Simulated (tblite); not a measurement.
Species: C5H8BNS.
Numbering: `[CH:1]#[C:2][B@@H-:3]([N+:4]#[C:5][CH3:6])[S:7][CH3:8]` (hydrogens: H9 on C1; H10 on B3; H11, H12, H13 on C6; H14, H15, H16 on C8)
Bond orders are those of one Lewis drawing.

Computed with GFN2-xTB (tblite), gas phase: L-BFGS steps from a force-field or distance-geometry start until the largest atomic force falls under 0.01 eV/Å.

Step 20: E = -601.2127 eV
```
atom  x, y, z in Å  |  force x, y, z in eV/Å
C1      0.4553    3.4728   -0.6413    0.023  -0.023  -0.009
C2      0.5644    2.3489   -0.2345    0.009   0.015  -0.021
B3      0.7251    0.9129    0.3059   -0.084  -0.081  -0.001
N4     -0.5879    0.2304    0.1690   -0.029  -0.001   0.073
C5     -1.5586   -0.3690    0.0197   -0.028   0.035   0.067
C6     -2.7997   -1.0654   -0.1016    0.034   0.020  -0.004
S7      1.8571   -0.1814   -0.8286    0.003  -0.023  -0.013
C8      2.2545   -1.5321    0.3311   -0.020   0.055  -0.021
H9      0.3822    4.4563   -1.0027   -0.016   0.045  -0.012
H10     1.0544    0.8316    1.4443    0.031  -0.015  -0.014
H11    -2.6365   -2.1412   -0.1727    0.046   0.024  -0.009
H12    -3.4128   -0.8519    0.7765   -0.001  -0.022  -0.033
H13    -3.3216   -0.7230   -0.9947   -0.001  -0.003  -0.021
H14     1.3632   -2.1233    0.5384    0.052   0.012  -0.026
H15     3.0078   -2.1458   -0.1554   -0.048   0.000   0.062
H16     2.6457   -1.1108    1.2534    0.028  -0.040  -0.019
```

Step 21: E = -601.2141 eV
```
atom  x, y, z in Å  |  force x, y, z in eV/Å
C1      0.4576    3.4749   -0.6418    0.011  -0.001  -0.022
C2      0.5682    2.3507   -0.2363    0.012  -0.026   0.010
B3      0.7274    0.9143    0.3087   -0.124  -0.063   0.001
N4     -0.5920    0.2357    0.1763    0.037   0.028   0.075
C5     -1.5607   -0.3652    0.0221   -0.060   0.011   0.059
C6     -2.7995   -1.0659   -0.1039    0.057   0.034   0.004
S7      1.8472   -0.1876   -0.8292    0.000   0.017  -0.040
C8      2.2534   -1.5320    0.3296   -0.005  -0.001   0.021
H9      0.3777    4.4580   -1.0052   -0.004   0.017   0.000
H10     1.0593    0.8328    1.4479    0.021  -0.008  -0.051
H11    -2.6327   -2.1411   -0.1745    0.049   0.023  -0.015
H12    -3.4136   -0.8551    0.7737   -0.017  -0.019  -0.027
H13    -3.3208   -0.7243   -0.9976    0.002  -0.003  -0.019
H14     1.3667   -2.1280    0.5415    0.029   0.009  -0.024
H15     3.0070   -2.1458   -0.1556   -0.035  -0.002   0.039
H16     2.6473   -1.1122    1.2511    0.028  -0.015  -0.009
```

Step 22: E = -601.2154 eV
```
atom  x, y, z in Å  |  force x, y, z in eV/Å
C1      0.4597    3.4767   -0.6426   -0.001   0.012  -0.031
C2      0.5719    2.3523   -0.2377    0.006  -0.053   0.032
B3      0.7271    0.9147    0.3116   -0.116  -0.019  -0.003
N4     -0.5959    0.2413    0.1848    0.069   0.039   0.069
C5     -1.5628   -0.3609    0.0255   -0.070  -0.001   0.048
C6     -2.7984   -1.0658   -0.1062    0.049   0.034   0.008
S7      1.8370   -0.1938   -0.8305   -0.007   0.047  -0.051
C8      2.2521   -1.5321    0.3284    0.011  -0.043   0.047
H9      0.3734    4.4599   -1.0078    0.009  -0.022   0.014
H10     1.0642    0.8338    1.4505    0.012  -0.004  -0.078
H11    -2.6278   -2.1403   -0.1767    0.053   0.020  -0.019
H12    -3.4142   -0.8585    0.7704   -0.034  -0.017  -0.018
H13    -3.3197   -0.7255   -1.0006    0.010  -0.002  -0.014
H14     1.3708   -2.1331    0.5445   -0.006   0.004  -0.017
H15     3.0057   -2.1459   -0.1553   -0.011  -0.010   0.007
H16     2.6494   -1.1139    1.2485    0.025   0.014   0.005
```

Step 23: E = -601.2167 eV
```
atom  x, y, z in Å  |  force x, y, z in eV/Å
C1      0.4617    3.4782   -0.6439   -0.012   0.007  -0.030
C2      0.5753    2.3536   -0.2388   -0.009  -0.056   0.043
B3      0.7243    0.9148    0.3145   -0.063   0.033  -0.011
N4     -0.5994    0.2469    0.1947    0.058   0.029   0.053
C5     -1.5651   -0.3558    0.0300   -0.056   0.001   0.038
C6     -2.7965   -1.0651   -0.1085    0.017   0.022   0.009
S7      1.8266   -0.1994   -0.8325   -0.011   0.053  -0.037
C8      2.2511   -1.5327    0.3278    0.021  -0.057   0.050
H9      0.3694    4.4615   -1.0101    0.024  -0.057   0.026
H10     1.0693    0.8344    1.4515    0.007   0.001  -0.088
H11    -2.6217   -2.1389   -0.1793    0.058   0.019  -0.022
H12    -3.4154   -0.8622    0.7667   -0.048  -0.015  -0.009
H13    -3.3180   -0.7268   -1.0038    0.022   0.001  -0.008
H14     1.3746   -2.1380    0.5471   -0.040  -0.001  -0.004
H15     3.0043   -2.1463   -0.1549    0.014  -0.018  -0.025
H16     2.6520   -1.1152    1.2462    0.018   0.039   0.017
```

**Question.** Estimate the geometry and energy of step 24. (The exact step hangs on the optimiser's Hessian estimate; all steps are aligned on step 23, rigid shifts and turns removed.)

**Answer.** E = -601.2180 eV, largest force 0.086 eV/Å
```
atom  x, y, z in Å  |  force x, y, z in eV/Å
C1      0.4636    3.4787   -0.6455   -0.021  -0.014  -0.021
C2      0.5779    2.3542   -0.2396   -0.030  -0.035   0.043
B3      0.7204    0.9151    0.3167    0.011   0.066  -0.021
N4     -0.6023    0.2518    0.2048    0.014   0.004   0.028
C5     -1.5676   -0.3506    0.0352   -0.027   0.014   0.030
C6     -2.7946   -1.0640   -0.1102   -0.022   0.003   0.009
S7      1.8178   -0.2033   -0.8349   -0.010   0.032  -0.005
C8      2.2507   -1.5338    0.3280    0.021  -0.042   0.028
H9      0.3663    4.4620   -1.0115    0.037  -0.072   0.028
H10     1.0741    0.8346    1.4505    0.006   0.006  -0.076
H11    -2.6151   -2.1371   -0.1819    0.061   0.019  -0.022
H12    -3.4177   -0.8661    0.7630   -0.055  -0.015  -0.004
H13    -3.3163   -0.7280   -1.0066    0.036   0.006  -0.001
H14     1.3771   -2.1417    0.5489   -0.058  -0.002   0.010
H15     3.0033   -2.1472   -0.1547    0.030  -0.020  -0.046
H16     2.6547   -1.1157    1.2445    0.006   0.052   0.019
```

The energy changes by -0.0013 eV. The first-order estimate −F·Δx gives -0.0017 eV and the mean of the old and new forces, exact on a quadratic surface, -0.0013 eV. The step makes an angle of 72° with the force vector and moves no atom by more than 0.012 Å.

What follows is the cost of the whole relaxation. Hardware: Intel Xeon at 2.50 GHz, one thread, shared host with 64 logical CPUs at a one-minute load of 61. Cost: 2.5 s wall, 1.9 s CPU.
